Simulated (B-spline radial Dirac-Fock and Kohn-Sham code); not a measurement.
**The Mn-like isoelectronic sequence (25 electrons), Z = 65 to 72**

Level of theory: Dirac-Fock ΔSCF + Breit + QED; an atomic code on a B-spline grid. Binding energies in eV, tabulated ground configurations ([Ar] 3d7 throughout). Correlation energy is missing from these numbers.

```csv
ion,2p1/2,3s,3p3/2,outermost level,NIST ionisation energy
Tb⁴⁰⁺,10254.8,3762.0,3402.9,3091.9 (3d),3078 ± 4
Dy⁴¹⁺,?,?,?,?,?
Ho⁴²⁺,11101.6,4098.6,3703.2,3376.3 (3d),3359 ± 4
Er⁴³⁺,11540.4,4273.1,3858.2,3523.2 (3d),3505 ± 4
Tm⁴⁴⁺,11989.7,4451.7,4016.4,3673.1 (3d),3653 ± 4
Yb⁴⁵⁺,12449.5,4634.6,4177.9,3826.2 (3d),3805 ± 4
Lu⁴⁶⁺,12920.2,4821.7,4342.6,3982.4 (3d),3960 ± 4
Hf⁴⁷⁺,13401.8,5013.2,4510.6,4141.7 (3d),4118 ± 4
```

Problem. Fill in the row of Dy⁴¹⁺.

Solution. 2p1/2 10673.1, 3s 3928.3, 3p3/2 3551.4, outermost 3232.5 (3d), NIST 3217 ± 4 eV.

NIST's values are for the lowest levels; a dash marks a value that is missing or belongs to another shell. Their kind here: theoretical. Where a p, d or f shell is open in either ion the computed value averages over both j values and all terms, while the table refers to the lowest levels; that difference holds spin-orbit splitting (largest in heavy or highly charged ions), term energies where several electrons share open shells, and correlation, and it can reach 10 % or more.
